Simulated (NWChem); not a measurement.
All runs are NWChem calculations. System: H₄Si₂, charge 0, spin multiplicity 1, at a geometry optimised with PBE/def2-SVP. The structure started from a generated list of species. Level: MP2/def2-TZVP, 10 core orbitals frozen.

NWChem printed:

```
             Northwest Computational Chemistry Package (NWChem) 7.3.0
             --------------------------------------------------------

                                NWChem Input Module
                                -------------------

 Scaling coordinates for geometry "geometry" by  1.889725989
 (inverse scale =  0.529177249)

                             Geometry "geometry" -> ""
                             -------------------------

 Output coordinates in angstroms (scale by  1.889725989 to convert to a.u.)

  No.       Tag          Charge          X              Y              Z
 ---- ---------------- ---------- -------------- -------------- --------------
    1 Si                  14.0000    -0.11012700     1.01607900     0.84438900
    2 H                    1.0000    -0.37871700     1.87444800    -0.41667000
    3 Si                  14.0000     0.12378400    -0.87097800    -0.61162000
    4 H                    1.0000     0.84105100    -0.63414700    -1.91857000
    5 H                    1.0000    -1.33258700    -1.15117700    -0.94479900
    6 H                    1.0000     0.67905300    -2.12053300     0.02126600

 Effective nuclear repulsion energy (a.u.)      73.3915146365

            Nuclear Dipole moment (a.u.)
            ----------------------------
        X                 Y               Z
 ---------------- ---------------- ----------------
    -0.0000037795     0.0000094486    -0.0000132281


 Summary of "ao basis" -> "" (spherical)
 ------------------------------------------------------------------------------
       Tag                 Description            Shells   Functions and Types
 ---------------- ------------------------------  ------  ---------------------
 *                         def2-tzvp                  on all atoms

 Summary of "ao basis" -> "ao basis" (spherical)
 ------------------------------------------------------------------------------
       Tag                 Description            Shells   Functions and Types
 ---------------- ------------------------------  ------  ---------------------
 Si                        def2-tzvp                13       37   5s5p2d1f
 H                         def2-tzvp                 4        6   3s1p

                                 NWChem SCF Module
                                 -----------------

  ao basis        = "ao basis"
  functions       =    98
  atoms           =     6
  closed shells   =    16
  open shells     =     0
  charge          =   0.00
  wavefunction    = RHF
  use symmetry    = F
  symmetry adapt  = F

 Summary of "ao basis" -> "ao basis" (spherical)
 ------------------------------------------------------------------------------
       Tag                 Description            Shells   Functions and Types
 ---------------- ------------------------------  ------  ---------------------
 Si                        def2-tzvp                13       37   5s5p2d1f
 H                         def2-tzvp                 4        6   3s1p

 Forming initial guess at       0.0s

      Superposition of Atomic Density Guess
      -------------------------------------

 Sum of atomic energies:        -579.67005780

      Non-variational initial energy
      ------------------------------

 Total energy =    -579.940342
 1-e energy   =    -949.057076
 2-e energy   =     295.725219
 HOMO         =      -0.218087
 LUMO         =      -0.099992

 Starting SCF solution at       1.1s

 ----------------------------------------------
         Quadratically convergent ROHF

 Convergence threshold     :          1.000E-07
 Maximum no. of iterations :          100
 Final Fock-matrix accuracy:          1.000E-09
 ----------------------------------------------

              iter       energy          gnorm     gmax       time
             ----- ------------------- --------- --------- --------
                 1     -580.1018223284  4.03D-01  9.63D-02      1.2
                 2     -580.1317858338  3.06D-02  8.59D-03      1.6
                 3     -580.1319257758  3.80D-04  7.67D-05      2.0
                 4     -580.1319258060  7.35D-08  3.55D-08      2.9

       Final RHF  results
       ------------------

         Total SCF energy =   -580.131925805996
[...]
              MO Center= -6.2D-02,  5.6D-01,  2.0D-01, r^2= 3.2D+00
   Bfn.  Coefficient  Atom+Function         Bfn.  Coefficient  Atom+Function
  ----- ------------  ---------------      ----- ------------  ---------------
    16      0.270877  1 Si py                39      0.220343  2 H  s
    40      0.191265  2 H  s                  4     -0.190278  1 Si s
    59     -0.190250  3 Si py                 5     -0.180142  1 Si s

 Vector   16  Occ=2.000000D+00  E=-3.255680D-01
              MO Center= -8.3D-02,  7.5D-01,  7.5D-01, r^2= 3.3D+00
   Bfn.  Coefficient  Atom+Function         Bfn.  Coefficient  Atom+Function
  ----- ------------  ---------------      ----- ------------  ---------------
    17      0.338829  1 Si pz                 5      0.314031  1 Si s
     4      0.286539  1 Si s                 20      0.248214  1 Si pz
    59     -0.178860  3 Si py                16      0.167538  1 Si py
     3     -0.162318  1 Si s                 60     -0.157197  3 Si pz

 Vector   17  Occ=0.000000D+00  E=-3.565035D-03
              MO Center= -5.1D-02,  9.0D-01,  7.3D-01, r^2= 3.7D+00
   Bfn.  Coefficient  Atom+Function         Bfn.  Coefficient  Atom+Function
  ----- ------------  ---------------      ----- ------------  ---------------
    18      0.634822  1 Si px                15      0.294420  1 Si px
    89      0.187788  5 H  s                 19      0.169908  1 Si py

 Vector   18  Occ=0.000000D+00  E= 1.093600D-01
              MO Center= -1.0D-01,  4.1D-01,  3.5D-01, r^2= 8.7D+00
   Bfn.  Coefficient  Atom+Function         Bfn.  Coefficient  Atom+Function
  ----- ------------  ---------------      ----- ------------  ---------------
    48      2.021430  3 Si s                 19      1.503477  1 Si py
     5     -1.214901  1 Si s                 62      1.037656  3 Si py
    63      0.670350  3 Si pz                40     -0.586350  2 H  s
    83     -0.442256  4 H  s                 20      0.429293  1 Si pz
    18     -0.415403  1 Si px                16      0.236635  1 Si py

 Vector   19  Occ=0.000000D+00  E= 1.329792D-01
              MO Center=  4.1D-02, -1.3D-01,  2.8D-01, r^2= 8.0D+00
   Bfn.  Coefficient  Atom+Function         Bfn.  Coefficient  Atom+Function
  ----- ------------  ---------------      ----- ------------  ---------------
     5      2.201485  1 Si s                 40     -1.448937  2 H  s
    20     -1.397118  1 Si pz                62     -1.199407  3 Si py
    63     -1.065926  3 Si pz                83     -0.717218  4 H  s
    89     -0.447390  5 H  s                 95     -0.400517  6 H  s
    48     -0.348987  3 Si s                 47      0.187827  3 Si s

 center of mass
 --------------
 x =   0.00596623 y =   0.06339003 z =   0.10168892

 moments of inertia (a.u.)
 ------------------
         338.813622531181          26.109217807127          17.546924407272
          26.109217807127         138.925983858910        -143.871854388031
          17.546924407272        -143.871854388031         227.593645552872

  Mulliken analysis of the total density
  --------------------------------------

    Atom       Charge   Shell Charges
 -----------   ------   -------------------------------------------------------
    1 Si  14    13.93   2.00  0.59  1.38  1.05  0.73  4.11  1.74  0.43  1.19  0.56  0.05  0.10  0.01
    2 H    1     1.04   0.23  0.55  0.25  0.01
    3 Si  14    13.88   2.00  0.58  1.39  0.81  0.48  4.12  1.73  0.51  1.53  0.43  0.11  0.16  0.02
    4 H    1     1.04   0.23  0.56  0.24  0.01
    5 H    1     1.05   0.23  0.56  0.25  0.01
    6 H    1     1.05   0.23  0.56  0.25  0.01

       Multipole analysis of the density wrt the origin
       ------------------------------------------------

     L   x y z        total         open         nuclear
     -   - - -        -----         ----         -------
     0   0 0 0     -0.000000      0.000000     32.000000

     1   1 0 0      0.121868      0.000000     -0.000004
     1   0 1 0      0.102279      0.000000      0.000009
     1   0 0 1      0.011126      0.000000     -0.000013

     2   2 0 0    -20.777374      0.000000     12.398737
     2   1 1 0      0.718452      0.000000    -15.088098
     2   1 0 1     -0.097163      0.000000     -9.085255
     2   0 2 0    -24.295857      0.000000    124.315303
     2   0 1 1     -0.929253      0.000000     74.805204
     2   0 0 2    -25.357318      0.000000     71.302111

                   NWChem MP2 Semi-direct Energy/Gradient Module
                   ---------------------------------------------

  Basis functions       =     98
  Molecular orbitals    =     98
  Frozen core           =     10
  Frozen virtuals       =      0
  Active alpha occupied =      6
  Active beta occupied  =      6
  Active alpha virtual  =     82
  Active beta virtual   =     82
  Use MO symmetry       = F
  Use skeleton AO sym   = F

  AO/Fock/Back tols     =   1.0D-09  1.0D-09  1.0D-09

 GA uses MA = F    GA memory limited = T

 Available:
  local mem=  1.26D+08
 global mem=  1.44D+08
 local disk=  0.00D+00
  mp2_memr nvloc                    82
  nvloc new                    82
   1 passes of   6:        5242880                      44182                   7952263.
   1 passes of   6: M    126151714           G      144159992           F     120908834.

 Semi-direct pass number   1 of   1  for RHF alpha+beta  at        3.0s
  vrange nnbf                  4744
  mp2_eaftype                    30  avail_ma_in_mb                  1099
 EAF : mp2_eaftype filesize          30    3976132.
  mp2_eaf for mointskh                     30
Node 0 wrote     18.7 Mb in      0.0 s     Agg I/O rate:   845.2 Mb/s
 Done moints_semi at        6.1s
  mp2_eaftype                    30  avail_ma_in_mb                  1069
 EAF : mp2_eaftype filesize          30    3976132.
  mp2_eaf for kh                    30
 Done maket at        6.2s
 Done multipass loop at        6.2s

          -------------------------------------------
          SCF energy                -580.131925805996
          Correlation energy          -0.218129060513
          Singlet pairs               -0.172112417372
          Triplet pairs               -0.046016643141
          Total MP2 energy          -580.350054866509
          -------------------------------------------

          ---------------------------------------------------
                    Spin Component Scaled (SCS) MP2
          Same spin pairs                     -0.030677762094
          Same spin scaling factor             0.333333333333
          Opposite spin pairs                 -0.187451298419
          Opposite spin scaling fact.          1.200000000000
          SCS-MP2 correlation energy          -0.235167478801
          Total SCS-MP2 energy              -580.367093284797
          ---------------------------------------------------

 -----------------------
 Performance information
 -----------------------

 Timer overhead =  1.25D-07 seconds/call

               Nr. of calls         CPU time (s)                 Wall time (s)                GFlops
             ---------------    -------------------     ------------------------------   -------------------
Name         Min   Avg   Max    Min     Avg     Max     Min     Avg     Max   Mx/calls   Min     Max     Sum
mp2: moin     1     1     1    3.2     3.2     3.2      3.2     3.2     3.2     3.2      0.0     0.0     0.0
mp2: make     1     1     1   0.10    0.10    0.10     0.10    0.10    0.10    0.10      0.0     0.0     0.0
mp2: tota     1     1     1    3.3     3.3     3.3      3.3     3.3     3.3     3.3      0.0     0.0     0.0

 The average no. of pstat calls per process was 3.00D+00
 with a timing overhead of 3.74D-07s

 Task  times  cpu:        6.2s     wall:        6.2s

 Total times  cpu:        6.2s     wall:        6.2s
```

### Question
Write an NWChem input that would produce this output.

### Answer
One answer among several that fit: 
```
start mol
memory heap 200 mb stack 900 mb global 1100 mb
geometry units angstroms nocenter noautoz noautosym
  Si    -0.110127     1.016079     0.844389
  H     -0.378717     1.874448    -0.416670
  Si     0.123784    -0.870978    -0.611620
  H      0.841051    -0.634147    -1.918570
  H     -1.332587    -1.151177    -0.944799
  H      0.679053    -2.120533     0.021266
end
basis spherical
  * library def2-tzvp
end
scf
  rhf
  nopen 0
  maxiter 100
  thresh 1e-7
  semidirect memsize 60000000 filesize 0
end
mp2
  freeze core 10
end
task mp2 energy
```
